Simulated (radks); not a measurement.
Results of a calculation; reference values are marked as such.
The nuclear charge of the krypton ion Kr2+ is varied continuously with 34 electrons held in [Ar] 3d10 4s2 4p4. Level of theory: Dirac Kohn-Sham, LDA (Slater exchange, Perdew-Wang correlation), spin-unpolarised, spherical densities, point nucleus; open shells fill j = l - 1/2 first (a radial shooting solver on a logarithmic mesh with Libxc functionals). By the Hellmann-Feynman theorem dE/dZ = E(electron-nucleus)/Z, the electronic potential at the nucleus.

| Z | E (hartree) | E(electron-nucleus)/Z (hartree) | HOMO | e(HOMO) (eV) | <r> HOMO (bohr) |
|---|---|---|---|---|---|
| 35 | -2602.84075 | -179.336 | 4p3/2 | -17.389 | 1.972 |
| 35.2 | -2638.84543 | -180.711 | 4p3/2 | -19.886 | 1.920 |
| 35.4 | -2675.12519 | -182.086 | 4p3/2 | -22.480 | 1.872 |
| 35.6 | -2711.68002 | -183.462 | 4p3/2 | -25.170 | 1.828 |
| 35.8 | -2748.50993 | -184.837 | 4p3/2 | -27.952 | 1.786 |
| 36 | -2785.61494 | -186.213 | 4p3/2 | -30.825 | 1.746 |
| 36.2 | -2822.99512 | -187.589 | 4p3/2 | -33.787 | 1.709 |
| 36.4 | -2860.65050 | -188.965 | 4p3/2 | -36.838 | 1.674 |
| 36.6 | -2898.58116 | -190.342 | 4p3/2 | -39.974 | 1.641 |
| 36.8 | -2936.78719 | -191.719 | 4p3/2 | -43.197 | 1.610 |
| 37 | -2975.26869 | -193.096 | 4p3/2 | -46.504 | 1.580 |

The central difference of E at Z = 36 is -186.213 hartree, to compare with the third column; the second derivative is -6.88 hartree.
